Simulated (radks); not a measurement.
Spherical quantum dot in the effective-mass picture: electrons in a hard-walled sphere of radius 9.89, with a point charge +2 (a donor) at the centre, all in effective atomic units (hartree* = m*/eps^2 hartree, bohr* = eps/m* bohr), one dielectric constant everywhere. Calculated with a radial shooting solver with Libxc functionals: non-relativistic Kohn-Sham, r2SCAN, spin-polarised, spherical densities, generalised Kohn-Sham scheme. Levels are named by radial order and angular momentum (1s, 1p, 1d, 2s, ...), and open shells are averaged over m.

N = 23, configuration 1s2 1p6 1d10 2s2 1f(up 3, down 0). This is the lowest configuration that the search found. Occupied and some empty levels:

level,occupation,eigenvalue (hartree*),<r> (bohr*)
1s down,1,2.2250,0.9399
1s up,1,2.2250,0.9404
2s up,1,2.5168,7.499
2s down,1,2.5314,7.450
1p up,3,2.5372,7.545
1p down,3,2.5525,7.503
1d up,5,2.5774,7.625
1d down,5,2.5940,7.594
1f up,3,2.6358,7.709
1f down,0,2.6538,7.689
1g up,0,2.7113,7.793
1g down,0,2.7308,7.782
2p up,0,2.8917,5.156
2p down,0,2.9010,5.177
2d up,0,2.9914,5.758
2d down,0,3.0028,5.790

Energy (hartree*): total 25.2300, kinetic 7.6314, external -12.418, Hartree 34.913, exchange-correlation -4.8958.

Electron density:

r (bohr*),n(r) (e/bohr*^3)
0.539,0.4704
1.03,0.08823
1.52,0.01894
2.01,0.004438
2.50,0.001181
3.00,0.0004855
3.49,0.0004589
3.98,0.0006966
4.47,0.001174
4.96,0.001959
5.46,0.003137
5.95,0.004758
6.44,0.006762
6.93,0.008857
7.42,0.01039
7.91,0.01047
8.40,0.008502
8.90,0.004906
9.39,0.001417
9.88,3.261e-06
